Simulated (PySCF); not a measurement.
# Two-component Hartree-Fock for Zn³⁺ (zinc, charge +3)

Start: [Ar] 3d8 4s1; 3d3/2 filled at m_j = -1/2, +1/2, +3/2; 3d5/2 filled at m_j = -3/2, -1/2, +1/2, +3/2, +5/2; 4s1/2 filled at m_j = +1/2. Calculated with PySCF 2.14 in x2c-TZVPall-2c: generalised Hartree-Fock with the X2C-1e Hamiltonian and a Gaussian nucleus; one run each with spin-orbit coupling (SO) switched off, then screened by Boettger's factors. This is a chosen level, not necessarily the ground level.

| spinor shell | electrons | ε, spin-free (eV) | ε, screened SO (eV) | weight of nominal j (screened SO) | rms radius, screened SO (bohr) |
| --- | --- | --- | --- | --- | --- |
| 1s1/2 | 2 | -9783.6 | -9783.4 | 1.000 | 0.0580 |
| 2s1/2 | 2 | -1288.7 | -1288.6 | 1.000 | 0.244 |
| 2p1/2 | 2 | -1119.9 | -1136.8 | 0.999 | 0.217 |
| 2p3/2 | 4 | -1119.9 | -1111.6 | 0.999 | 0.220 |
| 3s1/2 | 2 | -210.02 | -210.00 | 1.000 | 0.720 |
| 3p1/2 | 2 | -156.75 | -161.66 | 0.837 | 0.750 |
| 3p3/2 | 4 | -156.75 | -154.31 | 0.918 | 0.759 |
| 3d5/2 | 5 | -73.487 | -73.933 | 0.614 | 0.862 |
| 3d3/2 | 3 | -73.487 | -72.772 | 0.632 | 0.864 |
| 4s1/2 | 1 | -42.094 | -42.093 | 1.000 | 2.26 |

```tsv
quantity	spin-free	screened SO
E (hartree)	-1791.40369	-1791.46350
M_J	9/2	9/2
⟨J²⟩	24.753	24.753
⟨L²⟩	12.003	12.014
⟨S²⟩	3.751	3.748
```

Each row is a mean over spinors that exchange with the open shell spreads, by up to 12.926 eV (3p3/2).

Rows whose weight is well below 1 are mixtures of j = l ± 1/2: exchange outweighs spin-orbit coupling there, and the label is only the starting occupation.

Without spin-orbit coupling the j labels of p, d and f shells carry no meaning; the spin-free column gives the mean over the occupied spinors of each nl shell.
